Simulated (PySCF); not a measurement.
A structure optimised at PBE-D3(BJ)/def2-SVP, used in a PySCF frequency run:

```xyz
10

Te    -0.1291     0.0694     0.6371
C      1.3922    -0.4862    -0.8443
C      1.1469     0.1876    -2.1853
H      1.3696    -1.5905    -0.9206
H      2.3560    -0.1909    -0.3788
H      1.2640     1.2883    -2.1196
H      0.1185    -0.0292    -2.5396
H      1.8550    -0.1906    -2.9532
O     -1.7023    -0.2210    -0.6288
H     -1.8638     0.6651    -1.0101
```
Charge 0, spin multiplicity 1.

Q: Write its SMILES and formula.

A: CC[Te]O, C2H6OTe

Q: What are its rotational constants (standard atomic weights)?

A: 6.1179, 2.7852, 2.0550 GHz
